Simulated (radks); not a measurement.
Values are calculated unless marked as measured or tabulated.
Question: The mean radii <r> (bohr) of the occupied orbitals of an atom or ion are listed with their occupations. Level of theory: scalar-relativistic Kohn-Sham, PBE, spin-polarised, spherical densities, point nucleus (a radial shooting solver on a logarithmic mesh with Libxc functionals).

orbital  occ.      <r>
1s up       1  0.08105
1s down     1  0.08103
2s up       1   0.3869
2s down     1   0.3866
2p up       3   0.3494
2p down     3   0.3492
3s up       1    1.168
3s down     1    1.176
3p up       3    1.238
5s up       1    5.193

Name the element and its charge. Open shells, if any, are filled with parallel spins first.

Answer: Z = 19, potassium, charge +3: K3+ in [Ne] 3s2 3p3 5s1. The 1s radius gives Z: for a bare nucleus <r> = (2 gamma + 1)/(2Z) with gamma = sqrt(1 - (Z/c)^2), 0.07844 bohr for Z = 19, and screening makes it slightly larger (0.08105 here). The occupations add up to 16, and the charge is Z minus that.
